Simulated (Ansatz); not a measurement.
A nudged elastic band was laid between two geometries of AlBFH$_{5}$Si (9 atoms, charge 0, multiplicity 1).

Computed with RKS PBE0/def2-SVP (Ansatz 0.2.0).

```
movable images  : 5
climbing image  : yes
spring          : 5.0 eV/Å²
optimiser       : quadratic models (default)
start path      : IDPP
force threshold : 0.03 eV/Å
iteration limit : 60
end points      : relaxed
```

Image 0:

```xyz
9
Properties=species:S:1:pos:R:3
F -1.022 -0.917 2.785
Al -1.420 0.046 1.474
B 0.150 0.749 0.243
Si 0.950 -0.274 -1.295
H -2.972 0.312 1.274
H 0.677 1.816 0.479
H 1.493 0.578 -2.399
H 0.043 -1.303 -1.897
H 2.101 -1.008 -0.663
```

Image 6:

```xyz
9
Properties=species:S:1:pos:R:3
F -1.627 -1.152 2.486
Al -1.504 0.108 1.391
B 0.388 0.454 0.511
Si 1.004 -0.284 -1.257
H -2.853 0.899 1.114
H 1.168 1.218 1.040
H 0.298 -1.528 -1.701
H 2.480 -0.517 -1.349
H 0.645 0.803 -2.234
```

(1) Which bonds break or form, and what moves?

(2) Give the energies along the band, and the barrier.

(3) What is the geometry of the highest image?

## Answers

(1) No bond is made or broken. The dihedral Al2–B3–Si4–H9 goes from -92 to 93°.

(2) The forces met the threshold. The highest image is number 3 of 0 to 6, 1.0 kJ/mol above the ends, which have the same energy within 2 meV. A vibrational analysis at the climbing image gives one clearly imaginary mode, 85i cm⁻¹: a first-order saddle point.

```csv
image,path coordinate (Å),energy (kJ/mol),dihedral Al2–B3–Si4–H9 (°)
0,0.00,0.0,-92
1,1.03,0.3,-124
2,2.07,0.1,-155
3,3.10,1.0,179
4,4.11,0.1,155
5,5.11,0.3,124
6,6.12,0.0,93
```

(3) 
```xyz
9
Properties=species:S:1:pos:R:3:forces:R:3
F -2.370 -0.792 1.841 0.00 0.00 0.00
Al -1.671 0.484 1.013 0.00 0.00 0.00
B 0.410 0.384 0.633 0.00 -0.01 0.00
Si 1.169 -0.465 -1.030 0.00 0.00 0.00
H -2.669 1.643 0.586 0.00 0.00 0.00
H 1.184 0.859 1.437 0.00 0.00 0.00
H 0.577 0.222 -2.227 0.00 0.00 0.00
H 0.711 -1.893 -1.083 0.00 0.00 0.00
H 2.658 -0.443 -1.170 0.00 0.00 0.00
```

Time of the run: 2.5 min on 1 thread of Intel(R) Xeon(R) 6975P-C (Granite Rapids), on a shared host, peak memory 0.19 GiB.
